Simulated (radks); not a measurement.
Excited configurations of Mg IV: one electron is placed in a higher orbital outside [He] 2s2 2p4. The ground configuration is [He] 2s2 2p5. Method: Dirac Kohn-Sham, BLYP, spin-unpolarised, spherical densities, finite nucleus; open shells are shared between the two j in proportion to 2j + 1; Fermi nuclear charge, rms radius 3.057 fm; computed with a radial shooting solver on a logarithmic mesh with Libxc functionals. Excitation = E - E(ground); binding = E(ion) - E, where the ion is the core of charge +4; n* = 4/sqrt(2 binding) in atomic units, and the quantum defect is n - n*. Eigenvalue and <r> are those of j = l + 1/2.

| outer orbital | excitation (eV) | binding (eV) | quantum defect | eigenvalue (eV) |
|---|---|---|---|---|
| 3p | 77.568 | 34.767 | 0.498 | -29.843 |
| 3d | 86.549 | 25.785 | 0.094 | -21.289 |
| 4s | 91.841 | 20.493 | 0.741 | -18.101 |
| 4f | 98.756 | 13.578 | -0.004 | -11.458 |
| 6s | 104.13 | 8.204 | 0.849 | -7.319 |

The Delta-SCF ionisation energy is 112.33 eV (NIST Atomic Spectra Database: 109.27 eV, semi-empirical). Self-interaction in the functional shifts the binding energies and quantum defects, so they are the method's values and not measured ones. Spin polarisation and multiplet splitting are left out, so open shells lie too high by an amount that depends on their filling.

Beside tabulated values, note that spin-unpolarised runs miss the spin-polarisation part of the exchange energy of open shells.
